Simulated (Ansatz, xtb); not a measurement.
Relative energy of two isomers of C2H2Se

Structure X is `C#C[SeH]`, a singlet and structure Y is `C=C=[Se]`, a singlet. Both are isolated molecules in the gas phase, relaxed with B3LYP-D4/def2-TZVP.

X (Å):

```yaml
atoms:
  - { symbol: C, position_ang: [-1.6675, 0.2233, -1.1681] }
  - { symbol: C, position_ang: [-1.2752, 1.2050, -0.5940] }
  - { symbol: Se, position_ang: [-0.8099, 2.7659, 0.2512] }
  - { symbol: H, position_ang: [-2.0023, -0.6499, -1.6727] }
  - { symbol: H, position_ang: [0.5380, 2.3065, 0.6365] }
```

Y (Å):

```tsv
atom	x (Å)	y (Å)	z (Å)
C	-0.6912	0.7980	-0.8785
C	-1.4019	1.5736	-0.1116
Se	-2.3314	2.5881	0.8917
H	0.2422	1.1433	-1.3083
H	-1.0163	-0.2110	-1.1051
```

Quicker runs give these differences E(Y) − E(X): GFN2-xTB −0.726 eV; HF/STO-3G −0.271 eV (at GFN2-xTB geometries); r2SCAN-D4/def2-SVP −0.860 eV (at GFN2-xTB geometries).

Problem. Estimate E(Y) − E(X) at the level CCSD(T)/def2-TZVPP.

Solution. Calculated at CCSD(T)/def2-TZVPP: E(Y) − E(X) = −0.557 eV, so structure Y lies lower.

Level by level:

```tsv
level	geometry	E(Y) − E(X) (eV)	departure from the last row (eV)	job, with rough time for the two
GFN2-xTB	GFN2-xTB	−0.726	−0.168	optimisation, 0.084 s
HF/STO-3G	GFN2-xTB	−0.271	+0.287	single point, 0.22 s
r2SCAN-D4/def2-SVP	GFN2-xTB	−0.860	−0.302	single point, 1.8 s
B3LYP-D4/def2-TZVP	B3LYP-D4/def2-TZVP	−0.712	−0.155	optimisation, 16 s
HF/def2-TZVPP	B3LYP-D4/def2-TZVP	−0.409	+0.148	part of the CCSD(T) run
MP2/def2-TZVPP	B3LYP-D4/def2-TZVP	−0.519	+0.039	part of the CCSD(T) run
CCSD(T)/def2-TZVPP	B3LYP-D4/def2-TZVP	−0.557		single point, 38 s
```

As drawn, Y has 1 C=C, 1 C=Se, 1 C–H in place of 1 C≡C, 1 C–Se, 1 Se–H.

None of the levels shown reverses the order. The largest departure from CCSD(T)/def2-TZVPP is that of r2SCAN-D4/def2-SVP, 0.302 eV.

With harmonic frequencies from B3LYP-D4/def2-TZVP (ideal gas, rigid rotor, one conformer each, 298.15 K, 1 atm): the zero-point term adds +0.076 eV; ΔH is −0.492 and ΔG −0.454 eV.

The correlated steps freeze 11 core orbitals; the filled d shell of Se is correlated, in a basis made for valence electrons. Codes used: Ansatz 0.2.0, xtb 6.7.1; the last row on 2 threads of Arm Neoverse V1 on a shared host.
